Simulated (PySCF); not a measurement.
**A small calculation by hand: chemical shift, span and skew from a shielding tensor**

AlFH4OSi, SMILES [F][AlH][O][SiH3]. Atoms are numbered in the order given.

```xyz
8

Al    -0.3622     1.1599     0.6264
F      1.0659     1.7122     1.2751
H     -1.6660     1.9899     0.8463
O     -0.3478    -0.2819    -0.2486
Si    -0.0416    -1.7006    -1.0433
H     -1.0826    -2.7083    -0.6908
H      1.2972    -2.2379    -0.6634
H     -0.0691    -1.4686    -2.5163
```

Coordinates come from a B3LYP-D3(BJ)/def2-SVP optimisation. One conformer was computed; it need not be the lowest.

GIAO shieldings from KT2/pcSseg-1 (PySCF), non-relativistic, no solvent. The symmetric part of the tensor of Si5 has the principal values 352.3, 355.0, 485.1 ppm. The same nucleus in TMS has σ = 361.9 ppm at this level (PySCF, at its B3LYP-D3(BJ)/def2-TZVP geometry).

Problem. Work out the isotropic shielding, the ²⁹Si shift against TMS, the span and the skew.

Solution. 
σ(iso) = (σ11 + σ22 + σ33)/3 = 397.5 ppm. δ = σ(ref) − σ(iso) = 361.9 − (397.5) = -35.6 ppm.
Span Ω = σ33 − σ11 = 132.8 ppm. Skew κ = 3(σ(iso) − σ22)/Ω = 0.96. Tumbling in solution averages the tensor to δ; in a static solid the shielding alone would spread this spin-1/2 line over Ω.
